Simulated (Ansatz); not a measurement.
Geometry optimisation, Ansatz, RKS B3LYP-D4/def2-SVP.

Input:

```yaml
crystal:
  periodic: [false, false, false]
  atoms:
    - { symbol: Si, position_ang: [-1.545333, -0.550604, 1.181473] }
    - { symbol: Si, position_ang: [0.490538, -0.371722, 2.144185] }
    - { symbol: H, position_ang: [-1.550207, -1.557117, 0.08606] }
    - { symbol: H, position_ang: [-2.468619, -1.040684, 2.256355] }
    - { symbol: H, position_ang: [-2.058899, 0.762029, 0.704775] }
    - { symbol: H, position_ang: [1.030622, 0.446149, -0.398004] }
    - { symbol: O, position_ang: [0.304122, 0.488942, -1.037082] }
    - { symbol: Si, position_ang: [0.64727, 0.664154, -2.662982] }
    - { symbol: H, position_ang: [1.592803, 0.091699, 1.23867] }
    - { symbol: H, position_ang: [0.442226, 0.602189, 3.275514] }
    - { symbol: H, position_ang: [0.928979, -1.692642, 2.687679] }
    - { symbol: H, position_ang: [-0.666478, 0.699833, -3.355535] }
    - { symbol: H, position_ang: [1.459967, -0.473558, -3.189842] }
    - { symbol: H, position_ang: [1.392908, 1.931232, -2.931366] }
basis:
  gaussian: { orbitals: def2-SVP }
hamiltonian:
  xc: b3lyp
  dispersion: d4
relax:
  f_tol: 0.03
  max_steps: 50
output:
  orbitals: {}
```

Launched with:

```bash
$ ansatz run input.yaml --threads 2 --pin off --max-ram 3072MiB --backend cpu --events-out ev --progress --plain --runs-dir out
```

Question: Where does it end, and by what steps?

Answer: It converged. The force dipped under the threshold on the way, but the program's further checks kept it going. After 28 steps the energy has fallen by 0.098 eV; H13 moved furthest, 0.88 Å.

```
step  energy less start (eV)  largest force component (eV/Å)  accepted
   0                  0.0000                           1.054       yes
   1                 -0.0513                           0.321       yes
   2                 -0.0659                           0.104       yes
   3                 -0.0676                           0.043       yes
   4                 -0.0686                           0.043       yes
   5                 -0.0717                           0.089       yes
   6                 -0.0734                           0.154       yes
   7                 -0.0729                           0.299        no
   8                 -0.0760                           0.112       yes
   9                 -0.0770                           0.214       yes
  10                 -0.0775                           0.317       yes
  11                 -0.0800                           0.217       yes
  12                 -0.0835                           0.019       yes
  13                 -0.0853                           0.024       yes
  14                 -0.0829                           0.261        no
  15                 -0.0869                           0.039       yes
  16                 -0.0875                           0.087       yes
  17                 -0.0882                           0.044       yes
  18                 -0.0882                           0.090       yes
  19                 -0.0894                           0.009       yes
  20                 -0.0883                           0.159        no
  21                 -0.0910                           0.054       yes
  22                 -0.0921                           0.092       yes
  23                 -0.0929                           0.077       yes
  24                 -0.0938                           0.067       yes
  25                 -0.0949                           0.058       yes
  26                 -0.0958                           0.060       yes
  27                 -0.0963                           0.042       yes
  28                 -0.0976                           0.024       yes
```

```xyz
14
Properties=species:S:1:pos:R:3
Si -1.448 -0.634 0.867
Si 0.525 -0.464 2.136
H -1.197 -1.410 -0.383
H -2.476 -1.371 1.664
H -1.991 0.708 0.522
H 1.491 1.102 -0.396
O 0.602 1.128 -0.770
Si 0.440 0.656 -2.371
H 1.740 -0.459 1.265
H 0.528 0.797 2.935
H 0.659 -1.615 3.079
H -1.005 0.778 -2.690
H 0.892 -0.752 -2.580
H 1.239 1.536 -3.277
```

Whether the end is a true minimum wasn't checked by a vibrational analysis.

The run took 45 s on 2 threads of Intel(R) Xeon(R) 6975P-C (Granite Rapids) (shared host), peak memory 0.3 GiB.
